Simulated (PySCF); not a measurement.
# The second ionisation energy along group 14

All values are computed (PySCF 2.14, energy differences of UHF-based or UKS calculations, no spin-orbit coupling). Values in eV. The last column holds reference values (NIST; (s) semi-empirical, (t) theoretical, else measured). Unmarked ones compare directly (S terms, centres of terms, or small fine structure); those marked * lie between the lowest fine-structure levels and include a spin-orbit shift.

```
                      element                     configurations     UHF  r2SCAN  MP2 (valence)  SCS-MP2 (valence)  CCSD (valence)  CCSD(T) (valence)  reference
 C (6-31G*, non-relativistic)            [He] 2s2 2p1 → [He] 2s2  24.203  25.033         24.265             24.219          24.063             24.083     24.378
Si (6-31G*, non-relativistic)            [Ne] 3s2 3p1 → [Ne] 3s2  15.822  16.536         15.948             15.929          16.025             16.040     16.322
Ge (6-31G*, non-relativistic)  [Ar] 3d10 4s2 4p1 → [Ar] 3d10 4s2  15.322  16.117         15.472             15.457          15.559             15.572     15.789
```

```json
{"method": "UHF", "elements": "3", "mean error (eV)": "-0.381", "mean absolute error (eV)": "0.381", "largest error (eV)": "-0.500"}
{"method": "r2SCAN", "elements": "3", "mean error (eV)": "0.399", "mean absolute error (eV)": "0.399", "largest error (eV)": "0.655"}
{"method": "MP2 (valence)", "elements": "3", "mean error (eV)": "-0.268", "mean absolute error (eV)": "0.268", "largest error (eV)": "-0.374"}
{"method": "SCS-MP2 (valence)", "elements": "3", "mean error (eV)": "-0.294", "mean absolute error (eV)": "0.294", "largest error (eV)": "-0.393"}
{"method": "CCSD (valence)", "elements": "3", "mean error (eV)": "-0.281", "mean absolute error (eV)": "0.281", "largest error (eV)": "-0.315"}
{"method": "CCSD(T) (valence)", "elements": "3", "mean error (eV)": "-0.265", "mean absolute error (eV)": "0.265", "largest error (eV)": "-0.295"}
```

Errors include the incompleteness of the basis and the frozen core.

"Valence" correlates the outer s and p shells and, in groups 3 to 12 and the f block, the outer d or f shell, open or full, or the next shell where the ion has no valence electron left; the wider scheme adds the next inner shell.
